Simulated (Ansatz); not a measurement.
Program: Ansatz. Geometries: PBE0-D4/def2-TZVP. ΔE: electronic, gas phase. CCSD(T)/CBS adds triple-zeta CCSD(T) − MP2 to the extrapolated MP2 energy (def2 sets, frozen cores). This one scheme is used for every species. Functionals use def2-TZVPP. B3LYP here is the variant with VWN-RPA as its local correlation; programs differ in this. No spin–orbit coupling; open shells (•) take unrestricted orbitals. One conformer a species, not always the lowest.

Reaction (homolysis of the C–O bond): `C[O][Al]([F])[F]` → `[CH3]`• + `[O][Al]([F])[F]`•

```csv
level,ΔE (kcal/mol),difference from CCSD(T)/CBS
B3LYP-D4,98.6,-4.7
r2SCANh-D4,95.2,-8.1
ωB97M-V,102.5,-0.8
B2PLYP,99.6,-3.7
r2SCAN,95.7,-7.6
PBE0,99.5,-3.8
r2SCAN0,93.7,-9.6
HF/def2-TZVPP,63.4,-39.9
CCSD/def2-TZVPP,97.2,-6.1
CCSD(T)/def2-TZVPP,100.2,-3.1
CCSD(T)/CBS,103.3,0
```

Largest T1 diagnostic among the species: 0.013.

At CCSD(T), def2-SVP lies −3.2 kcal/mol from the extrapolated value and def2-TZVPP −3.1 kcal/mol: correlation converges slowly with the basis, and small sets miss more of it in the bonded molecule than in its fragments. From PBE to PBE0 (25 % exact exchange), in def2-TZVPP and without D4, ΔE moves by −2.8 kcal/mol: exact exchange takes away binding that semilocal exchange gives to molecules. Leaving LDA and LC-ωPBE aside and taking each functional with its dispersion term where it has one, the values, not all of them listed here, spread over 9.7 kcal/mol, from BHLYP-D4 to PBE-D4. LDA lies +23.8 kcal/mol from PBE without D4, its usual overbinding.
